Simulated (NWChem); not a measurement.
System meant: SiAsH$_{5}$O$_{2}$; SMILES O[SiH](O)[AsH2]

Input file for NWChem:

```
start job
memory heap 200 mb stack 900 mb global 1100 mb
geometry units angstroms noautoz
  Si    -0.011018    -1.020853    -0.336069
  O      1.460707    -1.442071     0.359762
  O     -1.322604    -1.816430     0.351297
  As    -0.141311     1.316679     0.078787
  H     -0.080238    -1.442813    -1.774992
  H      1.738264    -2.361409     0.195237
  H     -1.488901    -1.589950     1.283878
  H      0.994539     1.588593    -0.924736
  H     -1.211830     1.463704    -1.019918
end
basis spherical
  Si library def2-svp
  O library def2-svp
  As library def2-svp
  H library def2-svp
end
dft
  odft
  mult 2
  xc xpbe96 cpbe96
  iterations 150
  mulliken
end
task dft energy
```

End of the output:

```
 ==============================================================================
                                 internuclear angles
 ------------------------------------------------------------------------------
        center 1       |       center 2       |       center 3       |  degrees
 ------------------------------------------------------------------------------
    2 O                |   1 Si               |   3 O                |   113.27
    2 O                |   1 Si               |   4 As               |   102.83
    2 O                |   1 Si               |   5 H                |   111.51
    3 O                |   1 Si               |   4 As               |   110.56
    3 O                |   1 Si               |   5 H                |   102.88
    4 As               |   1 Si               |   5 H                |   116.17
    1 Si               |   2 O                |   6 H                |   114.57
    1 Si               |   3 O                |   7 H                |   114.50
    1 Si               |   4 As               |   8 H                |    91.12
    1 Si               |   4 As               |   9 H                |    90.43
    8 H                |   4 As               |   9 H                |    91.77
 ------------------------------------------------------------------------------
                            number of included internuclear angles:         11
 ==============================================================================

 Summary of "ao basis" -> "" (spherical)
 ------------------------------------------------------------------------------
       Tag                 Description            Shells   Functions and Types
 ---------------- ------------------------------  ------  ---------------------
 Si                         def2-svp                 8       18   4s3p1d
 O                          def2-svp                 6       14   3s2p1d
 As                         def2-svp                12       32   5s4p3d
 H                          def2-svp                 3        5   2s1p

  pbe96 is a nonlocal functional; adding pw91lda local functional.

                                 NWChem DFT Module
                                 -----------------

 Summary of "ao basis" -> "ao basis" (spherical)
 ------------------------------------------------------------------------------
       Tag                 Description            Shells   Functions and Types
 ---------------- ------------------------------  ------  ---------------------
 Si                         def2-svp                 8       18   4s3p1d
 O                          def2-svp                 6       14   3s2p1d
 As                         def2-svp                12       32   5s4p3d
 H                          def2-svp                 3        5   2s1p

  number of electrons :                   68
  multiplicity        :                    2
 ------------------------------------------------------------------------
  no. of electrons and multiplicity not compatible                  68
 ------------------------------------------------------------------------
 ------------------------------------------------------------------------
  current input line :
    27: task dft energy
 ------------------------------------------------------------------------
 ------------------------------------------------------------------------
 There is an error in the input file
 ------------------------------------------------------------------------
 For more information see the NWChem manual at https://nwchemgit.github.io

0: no. of electrons and multiplicity not compatible:Received an Error in Communication
```

Task: Can this run be used? If not, why, and what is the fix?

Result: The input was rejected before any calculation. Cause: the multiplicity doesn't fit the number of electrons (an even count wants an odd multiplicity, and the reverse). This input runs:
```
start job
memory heap 200 mb stack 900 mb global 1100 mb
geometry units angstroms noautoz
  Si    -0.011018    -1.020853    -0.336069
  O      1.460707    -1.442071     0.359762
  O     -1.322604    -1.816430     0.351297
  As    -0.141311     1.316679     0.078787
  H     -0.080238    -1.442813    -1.774992
  H      1.738264    -2.361409     0.195237
  H     -1.488901    -1.589950     1.283878
  H      0.994539     1.588593    -0.924736
  H     -1.211830     1.463704    -1.019918
end
basis spherical
  * library def2-svp
end
dft
  xc xpbe96 cpbe96
  iterations 150
  mulliken
end
task dft energy
```
It converges to -2677.77404 Ha (PBE/def2-SVP).
